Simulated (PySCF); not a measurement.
## Excitation energy of N²⁺ by level of theory

N²⁺ [He] 2s2 2p1 (2P) → N²⁺ [He] 2s1 2p1 3d1 (high-spin determinant), as a difference of total energies. Calculation: PySCF 2.14, in dyall-acv3z; the non-relativistic Hamiltonian (point nucleus). Correlated levels: valence: 1s2 frozen; virtual orbitals above 40 to 60 times the deepest correlated orbital energy dropped. The calculations carry no spin-orbit coupling.

```tsv
method	excitation energy (cm⁻¹)
UHF	317080
MP2 (valence)	327880
SCS-MP2 (valence)	331220
CCSD (valence)	331810
CCSD(T) (valence)	331510
```

The promoted electron is Rydberg-like, and one or two diffuse shells describe it only roughly, which tends to raise the upper state.

The coupled-cluster amplitudes are large for the upper state (T1 above 0.03 or a double amplitude above 0.15), so a single reference is strained.

The determinant of the upper state mixes LS terms, which raises its energy above the lowest term, most at the Hartree-Fock and MP2 levels.
